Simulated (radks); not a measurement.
The platinum anion Pt2-, [Hg], held by a Watson sphere: a shell of charge +2 at radius R that stands for the Madelung well of a crystal (potential energy -2/R inside, -2/r outside, in hartree with lengths in bohr). Method: scalar-relativistic Kohn-Sham, LB94 model potential, spin-polarised, spherical densities, point nucleus; computed with a radial shooting solver on a logarithmic mesh with Libxc functionals. Response by self-consistent Sternheimer equations with the Hartree and adiabatic LDA kernel, the relativistic mass of each level held fixed and spin-orbit coupling left out. The sphere does not respond.

[
 {"R (bohr)": "3.6", "e(5p) (eV)": "-58.166", "e(6s) (eV)": "-9.422", "e(5d) (eV)": "-8.435", "<r> 5d (bohr)": "1.812", "sum of <r^2> (bohr^2)": "82.60", "X-ray form factor at sin(theta)/lambda = 0.2 1/angstrom": "66.318", "alpha (bohr^3)": "64.89"},
 {"R (bohr)": "3.65", "e(5p) (eV)": "-58.066", "e(6s) (eV)": "-9.319", "e(5d) (eV)": "-8.327", "<r> 5d (bohr)": "1.814", "sum of <r^2> (bohr^2)": "82.93", "X-ray form factor at sin(theta)/lambda = 0.2 1/angstrom": "66.317", "alpha (bohr^3)": "66.22"},
 {"R (bohr)": "3.72", "e(5p) (eV)": "-57.927", "e(6s) (eV)": "-9.177", "e(5d) (eV)": "-8.178", "<r> 5d (bohr)": "1.816", "sum of <r^2> (bohr^2)": "83.39", "X-ray form factor at sin(theta)/lambda = 0.2 1/angstrom": "66.315", "alpha (bohr^3)": "68.11"},
 {"R (bohr)": "4.53", "e(5p) (eV)": "-56.492", "e(6s) (eV)": "-7.676", "e(5d) (eV)": "-6.668", "<r> 5d (bohr)": "1.837", "sum of <r^2> (bohr^2)": "88.22", "X-ray form factor at sin(theta)/lambda = 0.2 1/angstrom": "66.321", "alpha (bohr^3)": "92.58"},
 {"R (bohr)": "6.25", "e(5p) (eV)": "-54.288", "e(6s) (eV)": "-5.368", "e(5d) (eV)": "-4.419", "<r> 5d (bohr)": "1.859", "sum of <r^2> (bohr^2)": "96.23", "X-ray form factor at sin(theta)/lambda = 0.2 1/angstrom": "66.345", "alpha (bohr^3)": "162.4"}
]
